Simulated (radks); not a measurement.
Results of a calculation; reference values are marked as such.
Dipole-allowed excitations along the series with 30 electrons in [Ar] 3d10 4s2. Level of theory: scalar-relativistic Kohn-Sham, LDA (Slater exchange, VWN5 correlation), spin-polarised, spherical densities, finite nucleus; Fermi nuclear charge, rms radius of each element as measured or else 0.836 A^(1/3) + 0.57 fm (a radial shooting solver on a logarithmic mesh with Libxc functionals). Time-dependent linear response with the Hartree and adiabatic LDA kernel, continuum included through the Sternheimer equations, no spin-orbit coupling, so fine structure and intercombination lines are absent. Lines are the poles of the dipole polarisability below minus the highest occupied eigenvalue, found on a grid refined at the orbital gaps; the lowest seven at most are given, and weak or close lines can be missed. The first line takes the name of the lowest orbital gap if no other gap lies below it; otherwise a line is named after a gap within 0.6 % of it, if that gap stands alone.

Zr10+: -e(HOMO) (eV) 207.13; lowest orbital gap (eV) 4s-4p 26.455; first line (eV) 31.985 (4s-4p); f 1.41; static alpha (bohr^3) 1.130
Nb11+: -e(HOMO) (eV) 237.89; lowest orbital gap (eV) 4s-4p 28.705; first line (eV) 34.588 (4s-4p); f 1.39; static alpha (bohr^3) 0.9473
Mo12+: -e(HOMO) (eV) 270.51; lowest orbital gap (eV) 4s-4p 31.004; first line (eV) 37.239 (4s-4p); f 1.36; static alpha (bohr^3) 0.8018
Tc13+: -e(HOMO) (eV) 304.99; lowest orbital gap (eV) 4s-4p 33.360; first line (eV) 39.943 (4s-4p); f 1.34; static alpha (bohr^3) 0.6846
Ru14+: -e(HOMO) (eV) 341.34; lowest orbital gap (eV) 4s-4p 35.775; first line (eV) 42.706 (4s-4p); f 1.32; static alpha (bohr^3) 0.5889
